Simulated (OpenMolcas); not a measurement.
# Ne3+: RASPT2 settings compared

| Item | Value |
| --- | --- |
| Program | OpenMolcas |
| Basis | ANO-R3 [4s4p2d1f] |
| Scalar Hamiltonian | X2C, finite nucleus |
| Active space | 5 electrons in 9 orbitals (RAS2 2s 2p; RAS3 3d, at most 2 electrons) |
| State averaging | 2S+1 = 4 odd, 1 root; 2S+1 = 2 odd, 8 roots kept (CI in the orbitals of an earlier block); 2S+1 = 4 even, 3 roots |
| Spin-orbit coupling | state interaction with AMFI integrals over the reference wave functions, term energies averaged over their components |

Methods on the same reference wave functions:
A. RASSCF
B. SS-RASPT2, IPEA 0.5 Eh, sigma2 regulariser 0.1 Eh (closed shells correlated: 1s)
C. XMS-RASPT2, IPEA 0.1 Eh, imaginary shift 0.2 Eh (closed shells correlated: 1s)
D. XMS-RASPT2, IPEA 0.3 Eh, imaginary shift 0.1 Eh (closed shells correlated: 1s)

Energies in cm-1 above 2s2 2p3 4S* 3/2, the measured ground level; measured values from Moore, Atomic Energy Levels, vol. I, NSRDS-NBS 35 (1971 reprint of NBS Circular 467, 1949).

```
          Level       A       B       C       D  Measured
2s2 2p3 4S* 3/2     0.0     0.0     0.0     0.0       0.0
2s2 2p3 2D* 3/2   44424   42380   42360   42350          
2s2 2p3 2D* 5/2   44449   42400   42390   42380          
2s2 2p3 2P* 1/2   67302   63850   63820   63820          
2s2 2p3 2P* 3/2   67309   63860   63830   63830          
  2s 2p4 4P 5/2  186061  184210  183850  183830    183860
  2s 2p4 4P 3/2  186608  184750  184390  184380    184477
  2s 2p4 4P 1/2  186936  185080  184720  184710    184799
```

Deviations, from unrounded energies. A percentage is the sum of absolute deviations over the sum of measured energies, with the sign that they share, or ± where signs differ.

```tsv
Against measurement	Levels	A	B	C	D
mean absolute deviation (cm-1)	3	2200	300	58	72
other configurations (%)	3	+1.2	+0.2	-0.0	-0.0
```

C lies closest to measurement on these levels and A furthest from it. The largest miss of C in the table is 2s 2p4 4P 3/2, by -83 cm-1. The ranking rests on the paired levels alone, and a cruder setting can come out closer through cancelling errors.

Among B to D the level of the table that moves most is 2s 2p4 4P 5/2, by 370 cm-1 (lowest in D, highest in B). Moves below CASPT2's spread within the term are not significant.

From A to B the spin-free energies of the other terms of 2s2 2p3 shown, above 4S*, scale by a factor of 0.95.

The lowest spin-free term lies below A's lowest term by 0.058 hartree in B, 0.059 hartree in C, 0.058 hartree in D.

CASPT2 does not keep the components of a term degenerate, so their means are used; among the terms shown or strongly mixed into the levels shown the widest spread is 25 cm-1 (2s 2p4 4P, D). Terms from blocks run as CI alone lack orbitals of their own. Active for correlation alone: 3d; no level in the range computed is led by a configuration that fills it, so any true level of that kind is missing. Computed and measured levels are paired by configuration, term and J; levels that our copy of the source lacks, or whose pairing is in doubt (as where it misses far off the trend of its configuration), stay unpaired and out of the deviations. Levels of configurations outside the active space are missing.

* marks odd parity.
